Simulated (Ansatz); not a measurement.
Steps of a relaxation of CH6AlNO (`C[NH][AlH][OH]`) with RKS PBE-D4/def2-SVP.

```sh
$ ansatz run in.yaml --threads 2 --pin off --events-out ev --progress --plain --max-ram 4352MiB
```

```yaml
crystal:
  periodic: [false, false, false]
  atoms:
    - {symbol: C, position_ang: [-1.306400, 0.242400, -0.596000]}
    - {symbol: N, position_ang: [-0.630000, -0.844100, -0.037300]}
    - {symbol: Al, position_ang: [0.826300, -0.218700, 1.001500]}
    - {symbol: O, position_ang: [2.230600, 0.831700, 0.238700]}
    - {symbol: H, position_ang: [-2.198000, -0.101100, -1.236400]}
    - {symbol: H, position_ang: [-1.776300, 0.939700, 0.198700]}
    - {symbol: H, position_ang: [-0.667500, 0.898700, -1.260200]}
    - {symbol: H, position_ang: [-0.187900, -1.379500, -0.833700]}
    - {symbol: H, position_ang: [0.966900, -0.594200, 2.602000]}
    - {symbol: H, position_ang: [2.825400, 0.173900, -0.074200]}
basis:
  gaussian: {orbitals: def2-SVP}
hamiltonian: {xc: pbe, dispersion: d4}
relax: {f_tol: 0.03, max_steps: 200}
```

Positions (Å) and forces (eV/Å) along the path, 13 of 24 steps:

```xyz
10
step=1 energy=-11254.5048 eV
C    -1.306    0.242   -0.596   -2.238    2.316   -1.241
N    -0.630   -0.844   -0.037    2.814   -1.638    0.920
Al    0.826   -0.219    1.002    1.207    0.669   -0.504
O     2.231    0.832    0.239   -3.358   -0.272    1.736
H    -2.198   -0.101   -1.236    0.623    0.417    0.471
H    -1.776    0.940    0.199    0.492   -0.724   -0.704
H    -0.667    0.899   -1.260   -0.447    0.062    0.090
H    -0.188   -1.379   -0.834   -0.527    0.143    0.725
H     0.967   -0.594    2.602   -0.118    0.225   -0.669
H     2.825    0.174   -0.074    1.550   -1.197   -0.823
10
step=3 energy=-11255.1676 eV
C    -1.341    0.289   -0.650    0.087   -0.138   -0.076
N    -0.476   -0.743   -0.052    0.145    0.035   -0.520
Al    0.915   -0.236    1.018   -0.504   -0.169   -0.028
O     2.210    0.725    0.415    1.169   -0.727   -0.640
H    -2.235   -0.149   -1.151    0.067   -0.062    0.056
H    -1.744    0.943    0.147   -0.062    0.108    0.136
H    -0.860    0.973   -1.400    0.014   -0.155    0.083
H    -0.216   -1.442   -0.777   -0.203    0.232    0.346
H     0.945   -0.608    2.551   -0.044   -0.024    0.180
H     2.886    0.196   -0.096   -0.669    0.900    0.465
10
step=4 energy=-11255.2732 eV
C    -1.354    0.308   -0.664    0.168   -0.322   -0.275
N    -0.429   -0.689   -0.142    0.099    0.471    0.863
Al    0.895   -0.277    1.023    0.608    0.227   -0.356
O     2.286    0.651    0.509   -0.067   -0.519    0.186
H    -2.265   -0.187   -1.059   -0.156    0.111   -0.061
H    -1.698    1.014    0.122    0.066   -0.006    0.056
H    -0.905    0.909   -1.487   -0.191    0.200   -0.111
H    -0.334   -1.494   -0.744   -0.040   -0.440   -0.373
H     0.911   -0.661    2.568   -0.127    0.051   -0.038
H     2.976    0.373   -0.123   -0.360    0.228    0.109
10
step=5 energy=-11255.3648 eV
C    -1.370    0.301   -0.694    0.070    0.187    0.282
N    -0.385   -0.640   -0.177   -0.093   -0.292   -0.183
Al    0.957   -0.328    0.988    0.159    0.411    0.147
O     2.402    0.562    0.645    0.545   -0.443   -0.602
H    -2.315   -0.203   -1.003    0.080    0.002    0.048
H    -1.658    1.028    0.106    0.023   -0.041   -0.223
H    -1.010    0.894   -1.568   -0.085    0.061   -0.044
H    -0.412   -1.511   -0.717    0.107   -0.036    0.081
H     0.862   -0.646    2.552   -0.052   -0.052   -0.132
H     3.011    0.491   -0.130   -0.753    0.204    0.627
10
step=6 energy=-11255.3126 eV rejected
C    -1.337    0.314   -0.701   -0.125   -0.026    0.067
N    -0.352   -0.634   -0.186   -0.130   -0.438   -0.399
Al    0.955   -0.339    1.022    0.053    0.199    0.070
O     2.444    0.480    0.709    1.378    0.214   -2.614
H    -2.294   -0.203   -0.959    0.122    0.122    0.037
H    -1.607    1.076    0.070    0.086   -0.104   -0.110
H    -1.023    0.886   -1.614    0.016   -0.109    0.076
H    -0.416   -1.545   -0.679    0.084    0.493    0.287
H     0.817   -0.696    2.572    0.020   -0.012   -0.115
H     2.895    0.610   -0.230   -1.507   -0.339    2.701
10
step=10 energy=-11255.4966 eV
C    -1.308    0.307   -0.705    0.057   -0.026    0.029
N    -0.299   -0.634   -0.239   -0.093    0.006   -0.038
Al    0.935   -0.355    1.043    0.016    0.012   -0.042
O     2.429    0.442    0.732    0.067   -0.003    0.072
H    -2.334   -0.125   -0.708   -0.046   -0.032   -0.010
H    -1.359    1.192   -0.035    0.024    0.032    0.022
H    -1.117    0.705   -1.729   -0.013    0.013   -0.068
H    -0.333   -1.517   -0.757    0.000   -0.005    0.020
H     0.775   -0.779    2.563    0.020   -0.012    0.028
H     2.695    0.713   -0.161   -0.031    0.016   -0.013
10
step=12 energy=-11255.5097 eV
C    -1.289    0.315   -0.727   -0.054    0.098   -0.068
N    -0.290   -0.629   -0.250   -0.065   -0.022   -0.042
Al    0.940   -0.381    1.045    0.015   -0.068    0.019
O     2.416    0.466    0.772    0.028    0.174   -0.239
H    -2.338   -0.059   -0.610    0.123    0.055   -0.010
H    -1.237    1.267   -0.146   -0.005   -0.120   -0.090
H    -1.165    0.601   -1.805   -0.015   -0.042    0.134
H    -0.385   -1.546   -0.702   -0.015    0.057    0.082
H     0.819   -0.910    2.541    0.019   -0.026   -0.036
H     2.612    0.824   -0.116   -0.030   -0.105    0.250
10
step=15 energy=-11255.6376 eV
C    -1.193    0.337   -0.788   -0.028    0.033   -0.032
N    -0.359   -0.689   -0.168   -0.223   -0.467   -0.088
Al    0.981   -0.494    1.025    0.101    0.235    0.110
O     2.236    0.692    0.822   -0.276   -0.222    0.011
H    -2.284    0.181   -0.576    0.211    0.034   -0.047
H    -0.948    1.352   -0.387    0.027   -0.252   -0.086
H    -1.087    0.405   -1.903    0.002   -0.047    0.147
H    -0.691   -1.651   -0.394    0.144    0.678    0.216
H     1.047   -1.299    2.413    0.066   -0.006   -0.278
H     2.382    1.114   -0.040   -0.023    0.013    0.048
10
step=17 energy=-11255.7607 eV
C    -1.165    0.336   -0.837    0.097   -0.044    0.019
N    -0.436   -0.653   -0.049   -0.207   -0.214   -0.095
Al    1.000   -0.510    1.020    0.016   -0.107    0.113
O     2.174    0.744    0.873   -0.046    0.093   -0.170
H    -2.262    0.303   -0.633    0.072    0.025   -0.035
H    -0.832    1.367   -0.578    0.016   -0.127   -0.038
H    -1.035    0.227   -1.946   -0.011   -0.032    0.150
H    -0.867   -1.592   -0.121    0.117    0.381    0.075
H     1.241   -1.562    2.204   -0.020    0.080   -0.194
H     2.264    1.287    0.070   -0.034   -0.055    0.176
10
step=19 energy=-11255.8174 eV
C    -1.087    0.316   -0.865   -0.223   -0.016   -0.060
N    -0.481   -0.647    0.039   -0.262    0.036   -0.292
Al    1.012   -0.570    0.997    0.320    0.152    0.116
O     2.069    0.789    0.905    0.009    0.045   -0.087
H    -2.153    0.511   -0.613   -0.056    0.044    0.033
H    -0.584    1.305   -0.828    0.150   -0.057    0.111
H    -1.081    0.009   -1.939    0.083   -0.086    0.028
H    -1.033   -1.510    0.088    0.005   -0.004    0.010
H     1.406   -1.753    1.975   -0.006   -0.005    0.010
H     2.016    1.498    0.243   -0.021   -0.107    0.130
10
step=20 energy=-11255.8237 eV
C    -1.103    0.303   -0.874   -0.122   -0.030   -0.003
N    -0.501   -0.657    0.030   -0.012   -0.019   -0.069
Al    1.012   -0.568    0.972    0.177    0.194    0.030
O     2.080    0.777    0.881    0.012   -0.262    0.191
H    -2.148    0.560   -0.595   -0.101    0.039    0.057
H    -0.540    1.255   -0.872    0.132    0.097    0.048
H    -1.138   -0.033   -1.933    0.038   -0.098   -0.112
H    -1.042   -1.524    0.090   -0.053   -0.028    0.005
H     1.406   -1.743    1.959    0.007   -0.018   -0.012
H     2.058    1.577    0.347   -0.078    0.126   -0.135
10
step=23 energy=-11255.8338 eV rejected
C    -1.085    0.301   -0.884   -0.004    0.035   -0.013
N    -0.496   -0.662    0.028    0.002   -0.013    0.012
Al    1.022   -0.570    0.973   -0.007   -0.009    0.001
O     2.067    0.795    0.911   -0.019    0.134   -0.081
H    -2.095    0.652   -0.561    0.035   -0.009   -0.016
H    -0.443    1.206   -0.951   -0.033   -0.035   -0.003
H    -1.193   -0.089   -1.925   -0.003    0.016    0.020
H    -1.066   -1.510    0.116    0.011    0.014    0.000
H     1.446   -1.775    1.911    0.001   -0.001   -0.001
H     1.927    1.600    0.387    0.018   -0.132    0.080
10
step=24 energy=-11255.8340 eV
C    -1.085    0.303   -0.883    0.000    0.000    0.001
N    -0.494   -0.661    0.028    0.002   -0.001    0.003
Al    1.022   -0.569    0.976   -0.005   -0.008    0.000
O     2.066    0.796    0.912    0.003   -0.011    0.006
H    -2.100    0.641   -0.565    0.002    0.003   -0.002
H    -0.454    1.215   -0.938   -0.003   -0.010    0.000
H    -1.182   -0.079   -1.926   -0.001    0.002    0.002
H    -1.062   -1.510    0.112    0.004    0.006   -0.003
H     1.443   -1.773    1.918   -0.001    0.001   -0.001
H     1.929    1.585    0.368   -0.001    0.019   -0.007
```

Hardware: 2 threads of an Arm Neoverse V2 on a shared host. Wall time 35 s, peak host memory 0.14 GiB.
